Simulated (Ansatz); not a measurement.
Program: Ansatz. Geometries: PBE0-D4/def2-TZVP. ΔE: electronic, gas phase. CCSD(T)/CBS adds triple-zeta CCSD(T) − MP2 to the extrapolated MP2 energy (def2 sets, frozen cores). This one scheme is used for every species. DFT in def2-TZVPP. B3LYP here is the variant with VWN-RPA as its local correlation; programs differ in this. HSE06 is defined as in plane-wave codes. For Ga outer-core shells are correlated without core-valence functions, which leaves a few kJ/mol of doubt a bond. Scalar relativity is left out up to krypton. One conformer a species, not always the lowest.

Reaction (ligand exchange at a Ga–C bond): `[CH3][GaH][F]` + silanol → `[F][GaH][O][SiH3]` + CH₄

`[CH3][GaH][F]`:

Z-matrix (Å, degrees):
```
C
Ga 1 1.950
H 1 1.091 2 110.1
H 1 1.093 2 109.4 3 -118.5
H 1 1.091 2 111.7 3 122.0
F 2 1.767 1 114.1 3 28.2
H 2 1.559 1 133.5 3 -152.5
```

`O[SiH3]`:

```xyz
6

O    -0.576   -0.457   -1.050
Si    0.266   -0.005    0.292
H    -1.291    0.110   -1.341
H     0.926    1.317    0.108
H     1.290   -1.053    0.501
H    -0.615    0.088    1.489
```

`[F][GaH][O][SiH3]`:

Cartesian coordinates in Å:
```
F 0.335 2.485 -0.157
Ga 1.149 1.103 -0.859
O 0.442 -0.435 -0.366
Si -0.786 -0.969 0.579
H 2.352 1.261 -1.802
H -0.798 -2.453 0.523
H -0.598 -0.537 1.990
H -2.094 -0.454 0.093
```

CH₄:

Cartesian coordinates in Å:
```
C 0.000 0.000 0.000
H -0.626 -0.110 0.885
H -0.632 0.112 -0.880
H 0.627 -0.884 -0.113
H 0.631 0.882 0.108
```

| level | ΔE (kJ/mol) | difference from CCSD(T)/CBS |
| --- | --- | --- |
| LDA (SPW92) | -75.7 | 11.3 |
| PBE-D4 | -80.1 | 6.9 |
| revPBE-D4 | -81.1 | 5.9 |
| r2SCAN-D4 | -90.2 | -3.2 |
| B97M-V | -93.2 | -6.2 |
| PBE0-D4 | -82.5 | 4.5 |
| B3LYP-D4 | -91.2 | -4.2 |
| r2SCANh-D4 | -89.9 | -2.9 |
| HSE06-D4 | -82.5 | 4.5 |
| BHLYP-D4 | -97.3 | -10.3 |
| ωB97X-V | -89.3 | -2.3 |
| ωB97M-V | -85.6 | 1.4 |
| B2PLYP | -92.6 | -5.6 |
| PBE-QIDH | -88.7 | -1.7 |
| PBE | -77.9 | 9.1 |
| BLYP | -86.1 | 0.9 |
| r2SCAN | -89.6 | -2.6 |
| PBE0 | -80.4 | 6.6 |
| B3LYP | -87.7 | -0.7 |
| r2SCANh | -89.2 | -2.2 |
| r2SCAN0 | -88.7 | -1.7 |
| HSE06 | -80.5 | 6.5 |
| BHLYP | -93.1 | -6.1 |
| CAM-B3LYP | -90.0 | -3.0 |
| LC-ωPBE | -83.6 | 3.4 |
| RPA@PBE/def2-TZVPP | -91.4 | -4.4 |
| HF/def2-SVP | -111.9 | -24.9 |
| MP2/def2-SVP | -110.8 | -23.8 |
| CCSD/def2-SVP | -109.4 | -22.4 |
| CCSD(T)/def2-SVP | -109.5 | -22.5 |
| HF/def2-TZVPP | -103.9 | -16.9 |
| MP2/def2-TZVPP | -94.0 | -7.0 |
| CCSD/def2-TZVPP | -93.1 | -6.1 |
| CCSD(T)/def2-TZVPP | -92.8 | -5.8 |
| HF/def2-QZVPP | -105.4 | -18.4 |
| MP2/def2-QZVPP | -91.3 | -4.3 |
| SCS-MP2/def2-QZVPP | -94.9 | -7.9 |
| HF/CBS(def2) | -105.6 | -18.6 |
| MP2/CBS(def2) | -88.3 | -1.3 |
| CCSD/CBS(def2) | -87.3 | -0.3 |
| CCSD(T)/CBS | -87.0 | 0 |

Largest T1 diagnostic among the species: 0.014.

In def2-TZVPP, CCSD(T) changes the Hartree–Fock value by +11.1 kJ/mol (the triples alone add +0.3 kJ/mol) and MP2 by +9.8 kJ/mol. The D4 term adds −3.5 kJ/mol with B3LYP and −2.1 kJ/mol with PBE0; it sums over pairs of atoms, weighted by their polarisabilities, and B3LYP, whose exchange is more repulsive, gets the larger term.
